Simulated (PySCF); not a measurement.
Vertical excitations of a molecule C3H9Ga from TDA-CAM-B3LYP/def2-SVPD in PySCF 2.14.0, as energy in eV (oscillator strength): 4.42 (0.002), 5.29 (0.000), 6.72 (0.004), 7.26 (0.007), 7.47 (0.001), 7.49 (0.308), 7.86 (0.065), 7.88 (0.017), 7.96 (0.153), 8.13 (0.039). Lowest triplet (TDA): 4.07 eV. Coordinates come from a B3LYP-D3(BJ)/def2-SVP optimisation. Other conformers were not sampled.

**Question.** Identify the compound among the candidates.
A) CC[CH2][GaH2]
B) [CH3][Ga]([CH3])[CH3]
C) C[CH2][GaH][CH3]
D) C[CH](C)[GaH2]

**Answer.** D, C[CH](C)[GaH2]
